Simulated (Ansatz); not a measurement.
Stepwise reaction of `[SiH3][O][Cd][O][SiH3]` with hydrogen fluoride, as a gas-phase model of exchange steps in deposition or etching. ΔE in kJ/mol.

Calculated with Ansatz (gas phase, PBE0-D4/def2-TZVP geometries, no zero-point term in ΔE). CBS: MP2 limit from def2 TZ/QZ plus the TZ coupled-cluster correction, frozen cores. This one scheme is used for every species. Functionals use def2-TZVPP. B3LYP here is the variant with VWN-RPA as its local correlation; programs differ in this. def2 core potentials past Kr. For Cd outer-core shells are correlated without core-valence functions, which leaves a few kJ/mol of doubt a bond. Each species was taken in one conformer, which may not be the lowest.

| step | reaction | PBE-D4 | B3LYP-D4 | ωB97M-V | CCSD(T)/CBS |
| --- | --- | --- | --- | --- | --- |
| 1 | `[SiH3][O][Cd][O][SiH3]` + H–F → `[F][Cd][O][SiH3]` + `O[SiH3]` | -12.4 | -10.2 | -10.5 | -3.0 |
| 2 | `[F][Cd][O][SiH3]` + H–F → `[F][Cd][F]` + `O[SiH3]` | -11.3 | -9.6 | -9.3 | -2.4 |

**Question.** By hand: ΔE of the 2 steps together at CCSD(T)/CBS.

**Answer.** (-3.0) + (-2.4) = -5.4 kJ/mol, or -2.7 kJ/mol a step.

In ΔE the steps differ by no more than 0.6 kJ/mol. PBE-D4 differs from CCSD(T)/CBS by -9.4 to -8.9 kJ/mol a step. Isolated molecules leave out the surface, adducts and barriers. Largest T1 diagnostic: 0.018.
